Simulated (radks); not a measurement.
Values are calculated unless marked as measured or tabulated.
How relativity changes the ionisation of neutral scandium ([Ar] 3d1 4s2) to Sc+ ([Ar] 3d1 4s1). Spin-unpolarised spherical Kohn-Sham, BLYP, point nucleus unless stated (finite: rms radius 3.5459 fm), a radial shooting solver on a logarithmic mesh with Libxc functionals. A level marked "c x" has the speed of light scaled by that factor and shares open shells by 2j + 1; other Dirac levels either fill j = l - 1/2 first or share by 2j + 1.

\begin{tabular}{lrrrrr}
level & E(Sc) (hartree) & E(Sc+) (hartree) & IE (eV) & HOMO & <r> HOMO (bohr) \\ \hline
non-rel. & -760.63569 & -760.38659 & 6.779 & 3d & 1.845 \\
scalar-rel. & -764.31032 & -764.05956 & 6.824 & 3d & 1.868 \\
scalar-rel., finite nucleus & -764.30888 & -764.05811 & 6.824 & 3d & 1.868 \\
Dirac, 2j+1 shares & -764.31661 & -764.06585 & 6.824 & 3d5/2 & 1.871 \\
Dirac, low j first & -764.31728 & -764.06657 & 6.822 & 3d3/2 & 1.865 \\
Dirac, 2j+1 shares, finite nucleus & -764.31517 & -764.06440 & 6.824 & 3d5/2 & 1.871 \\
Dirac, c x 1.25 & -762.98169 & -762.73153 & 6.807 & 3d5/2 & 1.861 \\
Dirac, c x 1.5 & -762.26119 & -762.01136 & 6.798 & 3d5/2 & 1.857 \\
Dirac, c x 2 & -761.54800 & -761.29848 & 6.790 & 3d5/2 & 1.852 \\
\end{tabular}

NIST Atomic Spectra Database: 6.561 eV (measured). The relativistic part of the total energy of Sc is -3.679 hartree (Dirac, 2j+1 shares, finite nucleus), 0.48 % of the non-relativistic value. Spin polarisation and multiplet splitting of open shells are left out at every level.

Beside tabulated values, note that spin-unpolarised runs miss the spin-polarisation part of the exchange energy of open shells.
